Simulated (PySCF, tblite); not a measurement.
A database entry of computed molecular properties. Lists by class give the value and the number of equivalent atoms.

```json
{
 "formula": "C2H5F2Si",
 "smiles": "FC(F)C[SiH2-]",
 "inchi": "InChI=1S/C2H5F2Si/c3-2(4)1-5/h2H,1,5H2/q-1",
 "charge": -1,
 "multiplicity": 1,
 "geometry_level": "GFN2-xTB",
 "atoms_angstrom": [
  ["F", 2.219, 0.423, -0.45],
  ["C", 0.841, 0.533, -0.164],
  ["F", 0.815, 1.484, 0.812],
  ["C", 0.202, -0.741, 0.234],
  ["Si", -1.715, -0.617, 0.162],
  ["H", 0.405, 0.976, -1.071],
  ["H", 0.526, -1.511, -0.468],
  ["H", 0.543, -1.027, 1.23],
  ["H", -1.956, 0.619, 0.925],
  ["H", -1.871, -0.133, -1.233]
 ],
 "electronic_structure_code": "PySCF",
 "results": {
  "GFN2-xTB geometry": {
   "point_group": "C1",
   "rotational_constants_GHz": [8.385, 2.082, 1.804]
  },
  "PBE0/pcSseg-1 ground state and GIAO shieldings, non-relativistic": {
   "homo_eV": 0.49,
   "lumo_eV": 5.83,
   "shift_vs_computed_TMS_C_by_class_ppm": [
    [135.6, 1],
    [26.6, 1]
   ],
   "shift_vs_computed_TMS_H_by_class_ppm": [
    [6.54, 1],
    [2.71, 2],
    [0.83, 2]
   ],
   "shielding_other_nuclei_by_class_ppm": [
    ["F", 289.8, 2],
    ["Si", 464.4, 1]
   ],
   "charges_hirshfeld_e_by_atom": [-0.19, 0.12, -0.13, -0.21, -0.31, 0.02, 0.02, 0.01, -0.17, -0.17]
  },
  "GFN2-xTB harmonic vibrations, gas phase": {
   "strongest_ir_bands_cm-1_km_per_mol_modes": [
    [650.6, 137.5, 1],
    [828.3, 202.1, 1],
    [896.1, 263.2, 1],
    [1109.7, 144.9, 1],
    [1878.1, 568.5, 1],
    [2037.9, 873.1, 1]
   ],
   "zpe_kcal_per_mol": 39.3
  }
 }
}
```

With B = h/(8π²I), that is 505.379 GHz u Å² over I, the principal moments of inertia are 60.3, 242.8 and 280.1 u Å² (most abundant isotopes). The zero-point energy, half the sum of the 24 harmonic wavenumbers, equals 13760 cm⁻¹ or 165 kJ/mol. The rotational constants make it an asymmetric top with κ = (2B − A − C)/(A − C) = -0.92, nearer the prolate limit (−1).

 NMR classes are plain means over equivalent atoms (diastereotopic ones count apart unless rotation or inversion swaps them), as if these changed places fast; in this geometry the members of some classes differ. The HOMO energy is positive, so at this level the finite basis confines the outermost electrons. No diffuse functions stand in pcSseg-1, which bears on an anion's orbital energies.

Conformer computed: `[F:1][CH:2]([F:3])[CH2:4][SiH2-:5]`: F1–C2–C4–Si5 -165°.

One conformer stands for the species.
